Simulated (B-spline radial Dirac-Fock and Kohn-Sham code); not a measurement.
What relativity does to the binding energies of I¹⁵⁺

System: iodine as I¹⁵⁺, configuration [Kr] 4d2.

Both columns are ΔSCF binding energies of the configuration average from a B-spline atomic structure program: non-relativistic Hartree-Fock with a point nucleus, and Dirac-Fock with a finite nucleus and the Coulomb interaction alone, averaged over the two j levels with weights 2j+1.

```
shell  Hartree-Fock (eV)  Dirac-Fock (eV)  shift (eV)  shift (%)
   1s            32336.0          33661.2    +1325.18      +4.10
   2s             5254.7           5583.2     +328.44      +6.25
   2p             4945.0           5042.5      +97.44      +1.97
   3s             1367.0           1438.9      +71.93      +5.26
   3p             1236.2           1259.1      +22.95      +1.86
   3d              995.3            986.6       -8.76      -0.88
   4s              498.3            516.1      +17.85      +3.58
   4p              444.8            450.3       +5.53      +1.24
   4d              363.9            362.1       -1.80      -0.50
```

Relativity binds 1s, 2s, 2p, 3s, 3p, 4s, 4p more strongly, among those listed most of all 2s in relative terms, and 3d, 4d more weakly, because the contracted s and p shells screen the nucleus better.

Values without a named source are computed, but for edge energies of neutral atoms, which are taken from tables.
